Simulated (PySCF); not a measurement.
# Fractional electron number in V⁺ (vanadium, charge +1)

The 3d alpha orbital of [Ar] 3d4 is emptied in steps (occupation f), with all orbitals relaxed, ending at [Ar] 3d3. Calculation: PySCF 2.14, in def2-TZVP (6s4p4d1f, 45 functions); the non-relativistic Hamiltonian (point nucleus). The exact energy is a straight line in f; departures are measured from the line between the end points of the same method.

```csv
f,PBE0 (eV),LC-wPBE (eV)
1,0.000,0.000
0.75,-0.753,-0.239
0.5,-1.023,-0.334
0.25,-0.780,-0.261
0,0.000,0.000
```

```json
{"method": "PBE0", "E(f=0) − E(f=1) (eV)": "15.085", "−ε at f=1 (eV)": "11.194", "−ε at f=0.5 (eV)": "15.014"}
{"method": "LC-wPBE", "E(f=0) − E(f=1) (eV)": "15.129", "−ε at f=1 (eV)": "13.928", "−ε at f=0.5 (eV)": "15.067"}
```

Orbital energy along the path (eV):

| f | PBE0 | LC-wPBE |
| --- | --- | --- |
| 1 | -11.194 | -13.928 |
| 0.75 | -13.012 | -14.442 |
| 0.5 | -15.014 | -15.067 |
| 0.25 | -17.117 | -15.782 |
| 0 | -19.304 | -16.579 |

Reference removal energy between the ground levels: 14.634 ± 0.007 eV (measured; NIST Atomic Spectra Database, ionization energies). The calculation has no spin-orbit coupling. The determinant left behind need not be the lowest term of the ion.
